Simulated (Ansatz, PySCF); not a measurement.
GaF2, SMILES [F][Ga][F], multiplicity 2. Atoms are numbered in the order given.

```xyz
3

Ga     0.0000     0.0000     0.4176
F      0.0000    -1.4862    -0.5173
F      0.0000     1.4862    -0.5173
```
Charge 0, spin multiplicity 2.

The structure is a stationary point at r2SCAN-D4/def2-TZVP. The spin state was assumed, not searched. The isomer is the one that the SMILES or the coordinates give; other isomers of the formula were not compared.

Two levels are set side by side: PBE-D3(BJ)/def2-TZVP (Ansatz, a first-principles code) and r2SCAN-D4/def2-TZVP (Ansatz). Each level has its own optimised geometry; the coordinates shown are those of the second. Frequencies come from the Hessian of PySCF at each geometry. Differences are taken from unrounded values.

```json
[
 {"quantity": "mean bond length (Å)", "r2SCAN-D4": "1.756", "PBE-D3(BJ)": "1.783", "PBE-D3(BJ) minus r2SCAN-D4": "0.028"},
 {"quantity": "bond Ga1–F2 (Å)", "r2SCAN-D4": "1.756", "PBE-D3(BJ)": "1.783", "PBE-D3(BJ) minus r2SCAN-D4": "0.028"},
 {"quantity": "bond Ga1–F3 (Å)", "r2SCAN-D4": "1.756", "PBE-D3(BJ)": "1.783", "PBE-D3(BJ) minus r2SCAN-D4": "0.028"},
 {"quantity": "highest harmonic wavenumber (cm⁻¹)", "r2SCAN-D4": "681", "PBE-D3(BJ)": "635", "PBE-D3(BJ) minus r2SCAN-D4": "-46"},
 {"quantity": "mean harmonic wavenumber (cm⁻¹)", "r2SCAN-D4": "502", "PBE-D3(BJ)": "463", "PBE-D3(BJ) minus r2SCAN-D4": "-39"},
 {"quantity": "zero-point energy (kcal/mol)", "r2SCAN-D4": "2.15", "PBE-D3(BJ)": "1.99", "PBE-D3(BJ) minus r2SCAN-D4": "-0.17"}
]
```
